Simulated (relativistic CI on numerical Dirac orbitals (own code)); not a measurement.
## Ligand-field terms of d4

Computed with a parametric ligand-field model of a d^n configuration (Racah B and C, spin-orbit zeta, crystal field), exact diagonalisation.

Field parameters in Wybourne normalisation: Oh B⁴₀ = 21Dq, B⁴₄ = √(5/14) B⁴₀. The field is a parameter set, without covalency.

B = 880 cm⁻¹, C = 3510 cm⁻¹ (C/B = 3.99), Oh, no spin-orbit coupling. Tanabe-Sugano data, E/B above the lowest term (Δ = |10Dq|; b, c mark the second and third term of a kind):

```tsv
Δ/B	5E	5T2	3T1	3E	3T2	1T2	1E	1A1
1.0	0.00	1.00	19.84	20.13	20.73	29.81	29.73	30.81
5.0	0.00	5.00	17.49	20.54	22.17	27.71	28.01	31.20
9.0	0.00	9.00	14.18	20.73	22.58	24.70	25.53	30.20
13.0	0.00	13.00	10.61	20.83	22.78	21.40	22.56	28.67
17.0	0.00	17.00	6.91	20.90	22.89	17.94	19.28	26.77
21.0	0.00	21.00	3.15	20.95	22.98	14.38	15.81	24.56
25.0	0.67	25.67	0.00	21.65	23.70	11.41	12.88	22.77
29.0	4.52	33.52	0.00	25.52	27.60	11.57	13.04	23.93
33.0	8.40	41.40	0.00	29.42	31.51	11.71	13.17	24.93
37.0	12.29	49.29	0.00	33.33	35.43	11.84	13.26	25.79
41.0	16.20	57.20	0.00	37.26	39.37	11.95	13.34	26.53
45.0	20.13	65.13	0.00	41.19	43.31	12.06	13.41	27.18
```

The ground term changes from 5E to 3T1 between Δ/B = 21.0 and 25.0.
